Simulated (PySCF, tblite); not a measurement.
Isomers of C3H9ClSSi2. Method: GFN2-xTB as coded in tblite; computed harmonic values from a numerical Hessian at the method's own geometry, unscaled. This tight-binding method is rough: wavenumbers can miss measured ones by several per cent, in bad cases by 10 to 20. Modes of hydrogen on silicon can be 10 to 20 % off. One conformer each.

Electronic energies: PBE0/pcSseg-1 single points on the GFN2-xTB geometries (PySCF, gas phase).

```csv
SMILES,"electronic energy, lowest = 0 (kcal/mol)"
Cl[Si@H]1CCS[SiH2]C1,11.9
Cl[SiH2][SiH2]SC1CC1,57.5
C[C@@H]1C[Si@H](Cl)S[SiH2]1,0.0
CS[Si@@H](Cl)/C=C/[SiH3],47.4
C/C=C/[SiH2]S[SiH2]Cl,28.3
C/C=C\[SiH2]S[SiH2]Cl,27.8
CS[Si@@H](Cl)/C=C\[SiH3],49.8
Cl[SiH2]SC1C[SiH2]C1,47.0
```

Question: How do GFN2-xTB zero-point energies change the relative energies?

Answer: 
| SMILES | ZPE (kcal/mol) | of it from modes above 1550 cm⁻¹ | electronic (kcal/mol) | with ZPE, lowest = 0 (kcal/mol) | lowest mode (cm⁻¹) | rings |
| --- | --- | --- | --- | --- | --- | --- |
| C[C@@H]1C[Si@H](Cl)S[SiH2]1 | 70.2 | 35.5 | 0.0 | 0.0 | 43 | 1 |
| Cl[Si@H]1CCS[SiH2]C1 | 69.4 | 35.4 | 11.9 | 11.1 | 56 | 1 |
| C/C=C\[SiH2]S[SiH2]Cl | 66.7 | 37.3 | 27.8 | 24.3 | 20 | 0 |
| C/C=C/[SiH2]S[SiH2]Cl | 66.4 | 37.2 | 28.3 | 24.5 | 13 | 0 |
| Cl[SiH2]SC1C[SiH2]C1 | 67.5 | 34.7 | 47.0 | 44.3 | 30 | 1 |
| CS[Si@@H](Cl)/C=C/[SiH3] | 65.3 | 36.9 | 47.4 | 42.5 | 42 | 0 |
| CS[Si@@H](Cl)/C=C\[SiH3] | 65.3 | 36.9 | 49.8 | 44.9 | 14 | 0 |
| Cl[SiH2][SiH2]SC1CC1 | 67.0 | 34.8 | 57.5 | 54.3 | 27 | 1 |

The zero-point energies span 4.9 kcal/mol, from `CS[Si@@H](Cl)/C=C/[SiH3]` to `C[C@@H]1C[Si@H](Cl)S[SiH2]1`. The lowest isomer stays, but the order above it changes.

Question: And how do the electronic energies of GFN2-xTB itself compare?

Answer: `C[C@@H]1C[Si@H](Cl)S[SiH2]1` 0.0; `Cl[Si@H]1CCS[SiH2]C1` 20.5; `C/C=C\[SiH2]S[SiH2]Cl` 17.2; `C/C=C/[SiH2]S[SiH2]Cl` 17.0; `Cl[SiH2]SC1C[SiH2]C1` 31.3; `CS[Si@@H](Cl)/C=C/[SiH3]` 48.0; `CS[Si@@H](Cl)/C=C\[SiH3]` 48.9; `Cl[SiH2][SiH2]SC1CC1` 36.9 kcal/mol, lowest = 0. Against the energies above, taken from the same isomer `C[C@@H]1C[Si@H](Cl)S[SiH2]1`, the largest difference is 20.6 kcal/mol.

Question: What do entropy and thermal enthalpy add at 298.15 K and 1 bar (rigid rotor, harmonic oscillator, one conformer each)?

Answer: 
```
                     SMILES  point group  symmetry number  S (cal/(mol K))  H − H(0) (kcal/mol)  ZPE + H − H(0) − TS (kcal/mol)
C[C@@H]1C[Si@H](Cl)S[SiH2]1           C1                1             99.3                 6.92                            47.5
       Cl[Si@H]1CCS[SiH2]C1           C1                1             97.7                 6.76                            47.0
       Cl[SiH2]SC1C[SiH2]C1           C1                1            102.8                 7.05                            43.9
   CS[Si@@H](Cl)/C=C/[SiH3]           C1                1            113.2                 8.28                            39.8
       Cl[SiH2][SiH2]SC1CC1           C1                1            108.7                 7.51                            42.1
```

Not tabulated: `C/C=C\[SiH2]S[SiH2]Cl` (lowest mode only 20 cm⁻¹); `C/C=C/[SiH2]S[SiH2]Cl` (lowest mode only 13 cm⁻¹); `CS[Si@@H](Cl)/C=C\[SiH3]` (lowest mode only 14 cm⁻¹).
